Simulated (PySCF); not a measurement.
Job file and geometry (Å, from GFN2-xTB) of an NMR shielding run on SMILES CS(=O)(=O)NS(=O)(=O)F, CH4FNO4S2, GIAO PBE0/pcSseg-1 NMR shielding, non-relativistic, gas phase in PySCF; density fitting, a coarse starting grid and PySCF grid level 2 are the driver's defaults:

```
$ OMP_NUM_THREADS=1 python probes_run.py task.json out

{"job": {"kind": "nmr", "xc": "PBE0", "basis": "pcSseg-1"}, "charge": 0, "multiplicity": 1}
C     -1.681761     0.349156    -0.597292
S     -0.660103    -0.859164     0.228677
O      0.093227    -1.623355    -0.710210
O     -1.392398    -1.534246     1.248671
N      0.481757     0.147364     0.982325
S      1.712150     0.286468    -0.110984
O      2.697951    -0.708813    -0.024263
O      1.190380     0.802795    -1.311704
F      2.383238     1.574117     0.629149
H     -2.432641    -0.179686    -1.172522
H     -2.141350     0.969499     0.160388
H     -1.021315     0.913650    -1.243789
H      0.766476    -0.137300     1.903827
```

Question: Write the output of this run.

Answer: 
```
coarse grid: 13312 points
cycle   1  E = -1290.7621685742  dE =  3.233e+00  |g| = 1.665e+00  |ddm| = 3.907e+00
cycle   2  E = -1289.2142325375  dE =  1.548e+00  |g| = 3.398e+00  |ddm| = 3.686e+00
cycle   3  E = -1291.2311808721  dE = -2.017e+00  |g| = 3.609e-01  |ddm| = 2.718e+00
cycle   4  E = -1291.2522388209  dE = -2.106e-02  |g| = 1.631e-01  |ddm| = 3.581e-01
cycle   5  E = -1291.2566456480  dE = -4.407e-03  |g| = 4.488e-02  |ddm| = 1.108e-01
cycle   6  E = -1291.2569888743  dE = -3.432e-04  |g| = 1.561e-02  |ddm| = 3.754e-02
cycle   7  E = -1291.2570314891  dE = -4.261e-05  |g| = 3.597e-03  |ddm| = 1.214e-02
cycle   8  E = -1291.2570338550  dE = -2.366e-06  |g| = 1.053e-03  |ddm| = 3.054e-03
final grid: 123616 points
cycle   9  E = -1291.3588630856  dE = -2.429e-05  |g| = 1.273e-02  |ddm| = 2.414e-02
cycle  10  E = -1291.3588101750  dE =  5.291e-05  |g| = 2.085e-02  |ddm| = 2.252e-02
cycle  11  E = -1291.3588914334  dE = -8.126e-05  |g| = 2.935e-03  |ddm| = 1.573e-02
cycle  12  E = -1291.3588930482  dE = -1.615e-06  |g| = 3.791e-04  |ddm| = 2.441e-03
cycle  13  E = -1291.3588930714  dE = -2.321e-08  |g| = 1.991e-04  |ddm| = 3.794e-04
cycle  14  E = -1291.3588930780  dE = -6.576e-09  |g| = 5.681e-05  |ddm| = 1.565e-04
cycle  15  E = -1291.3588930786  dE = -5.725e-10  |g| = 1.280e-05  |ddm| = 4.336e-05
converged SCF energy = -1291.3588930786

GIAO shielding tensors (ppm)
atom      isotropic    diamagn.    paramagn.     s11        s22        s33       span
  0 C      139.253     256.012    -116.758    113.415    117.133    187.211     73.797
  1 S      203.597    1053.818    -850.221     56.648    187.601    366.541    309.893
  2 O       69.886     403.456    -333.569     35.308     54.408    119.943     84.635
  3 O       98.926     397.670    -298.744     65.957     86.371    144.450     78.493
  4 N       75.701     337.912    -262.210      4.016     74.376    148.712    144.696
  5 S      206.977    1051.204    -844.227     14.272    112.737    493.922    479.651
  6 O       76.219     395.880    -319.661     24.596     73.151    130.909    106.313
  7 O       98.875     400.559    -301.684     41.291     96.972    158.362    117.071
  8 F       89.586     474.740    -385.154    -60.141    -27.808    356.706    416.847
  9 H       28.680      28.372       0.309     25.874     26.041     34.126      8.252
 10 H       28.786      30.244      -1.459     25.860     26.503     33.993      8.133
 11 H       27.363      31.662      -4.299     22.351     29.229     30.508      8.156
 12 H       25.220      33.830      -8.610     21.341     25.691     28.629      7.288
```

Question: Turn these shieldings into chemical shifts. Scale: ¹³C (σ = 186.93 ppm) and ¹H (σ = 31.72 ppm) against TMS; ³³S (σ = 503.73 ppm) against CS2; ¹⁷O (σ = 336.08 ppm) vs H2O; ¹⁵N (σ = 267.73 ppm) against NH3; ¹⁹F (σ = 170.95 ppm) against CFCl3 (reference shieldings calculated alike).

Answer: Averaging equivalent atoms: C 0: 47.7; S 1: 300; S 5: 297; O 2/3: 251.7; O 6/7: 248.5; N 4: 192.0; F 8: 81.4; H 12: 6.50; H 9/10/11: 3.44 ppm. Unscaled 19F shifts against computed CFCl3 carry errors that often reach 10 to 50 ppm. Unscaled 17O shifts of doubly bonded oxygen tend to come out too high, by tens of ppm or more. Experimental scales use liquid or dissolved standards, which lie at an offset from isolated NH3 (liquid NH3: subtract about 20 ppm) and H2O (liquid H2O: subtract about 36 ppm). Unscaled 15N shifts of sp2 nitrogen come out 20 to 40 ppm too high even then.

Size and cost of the density-fitted run: 187 basis functions, 47 s wall time on 1 thread of an Arm Neoverse N1, shared host; peak memory 0.83 GiB.
